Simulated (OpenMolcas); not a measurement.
Fe2+ (d6) in a complex was computed by SS-CASPT2, IPEA 0.25 Eh, imaginary shift 0.1 Eh with the d shell active (OpenMolcas, ANO-RCC-VTZP on the metal). Its lowest spin-free states, and all those of the highest spin:

```csv
2S+1,Degeneracy,E (cm-1)
5,1,0
5,2,2400
5,1,4580
3,1,9540
3,2,10690
3,1,12760
3,2,15860
5,1,16340
1,1,17770
3,1,17940
1,1,18470
1,2,19490
```

Question: Is the site octahedral, tetrahedral or cube-like, axial, or of lower symmetry?

Answer: The states with 2S+1 = 5 have orbital degeneracies 1, 2, 1, 1. There are pairs but no triples, so the site is axial: not cubic, but with a proper or improper axis of order three or more. The run had Fe2+ with 4 ligands (chloride) in square-planar coordination (D4h) at 2.24 Å. A charge of +0.5 e stands 3.2 Å behind each ligand. Ligand basis ANO-RCC-VDZP.

Over all roots computed the reference weight is 0.70 to 0.74; a low but even weight reflects the number of correlated electrons. A single d shell leaves out the double-shell effect, which counts most for late 3d ions, where the CASPT2 field can be off either way by tens of per cent. Ligand-to-metal charge-transfer states are missing. For late 3d ions with one d shell CASPT2 can put B and the spin-flip bands somewhat low as well as high. The distance lies 7 % under the 2.4 Å that this model takes as the normal distance (a Shannon-type radius plus a fixed donor radius); by an R⁻⁵ law this alone changes a d-shell field by about +41 %. No measured value stands beside these numbers; the geometry is a model, was not optimised and need not be the one that this ion takes.
